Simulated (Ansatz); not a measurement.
CH6AlBSi (`[CH3][Al]1[BH][SiH2]1`), 10 atoms. Total charge 0; spin multiplicity 1. All runs use 2 threads of an Arm Neoverse V1 on a shared host. Correlated methods freeze the cores.

Q: Give the basis size and wall time and peak host memory of each of these runs in Ansatz. RKS ωB97M-V/def2-SVP energy; RKS PBE0-D4/def2-TZVP frequencies; RKS ωB97M-V/def2-QZVPP energy; RHF-MP2/def2-QZVPP energy; RHF-CCSD(T)/def2-TZVPP energy; RKS BLYP-D4/def2-TZVPP energy; RKS PBE0-D4/def2-SVP energy; direct RPA on PBE orbitals/def2-TZVPP energy; RKS B2PLYP (frozen core)/def2-TZVPP energy; RKS PBE0-D4/def2-TZVPP energy; RKS PBE0-D4/def2-TZVP relaxation (18 steps); RHF-CCSD(T)/def2-SVP energy. (Estimate.)

A: Computed: Other jobs shared the machine, so times are rough.

```csv
level,job,functions,wall time,peak host memory (GiB)
RKS PBE0-D4/def2-SVP,energy,94,1.4 s,0.19
RHF-CCSD(T)/def2-SVP,energy,94,2.9 s,0.3
RKS BLYP-D4/def2-TZVPP,energy,230,3 s,0.27
RKS PBE0-D4/def2-TZVPP,energy,230,4.4 s,0.49
RKS ωB97M-V/def2-SVP,energy,94,7 s,0.28
RKS B2PLYP (frozen core)/def2-TZVPP,energy,230,8 s,0.52
direct RPA on PBE orbitals/def2-TZVPP,energy,230,9 s,0.53
RHF-MP2/def2-QZVPP,energy,434,28 s,2.2
RKS ωB97M-V/def2-QZVPP,energy,434,32 s,1.6
RHF-CCSD(T)/def2-TZVPP,energy,230,78 s,3.6
RKS PBE0-D4/def2-TZVP,relaxation (18 steps),172,80 s,0.39
RKS PBE0-D4/def2-TZVP,frequencies,172,2.9 min,0.39
```
